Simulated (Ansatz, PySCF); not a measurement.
Ga(Cl)3 cation (Cl₃Ga), SMILES [Cl][Ga]([Cl])[Cl] (connectivity only; charge and spin as stated), charge +1, multiplicity 2. Atoms are numbered in the order given.

```xyz
4

Ga     0.1598     0.2816     0.0000
Cl    -1.9106    -0.4782     0.0000
Cl     1.1808     2.0819     0.0000
Cl     0.5700    -1.8853     0.0000
```
Charge +1, spin multiplicity 2.

Coordinates come from a B3LYP-D3(BJ)/def2-SVP optimisation. The multiplicity is an assumed one; other spin states were not compared. The isomer is the one that the SMILES or the coordinates give; other isomers of the formula were not compared.

Two levels are set side by side: PBE-D3(BJ)/def2-SVP (Ansatz, a program for electronic structure) and B3LYP-D3(BJ)/def2-SVP (Ansatz). Each level has its own optimised geometry; the coordinates shown are those of the second. Frequencies come from the Hessian of PySCF at each geometry. Differences are taken from unrounded values.

```
quantity                            B3LYP-D3(BJ)
----------------------------------  ------------
mean bond length (Å)                       2.160
bond Ga1–Cl2 (Å)                           2.205
bond Ga1–Cl3 (Å)                           2.070
bond Ga1–Cl4 (Å)                           2.205
highest harmonic wavenumber (cm⁻¹)           525
mean harmonic wavenumber (cm⁻¹)              253
zero-point energy (kcal/mol)                2.17
```

What does PBE-D3(BJ) give, and how far is it from B3LYP-D3(BJ)? (An estimate is asked for; the answer gives what the named calculation found.)


| quantity | PBE-D3(BJ) | PBE-D3(BJ) minus B3LYP-D3(BJ) |
|---|---|---|
| mean bond length (Å) | 2.165 | 0.005 |
| bond Ga1–Cl2 (Å) | 2.210 | 0.005 |
| bond Ga1–Cl3 (Å) | 2.075 | 0.005 |
| bond Ga1–Cl4 (Å) | 2.210 | 0.005 |
| highest harmonic wavenumber (cm⁻¹) | 513 | -12 |
| mean harmonic wavenumber (cm⁻¹) | 249 | -5 |
| zero-point energy (kcal/mol) | 2.13 | -0.04 |
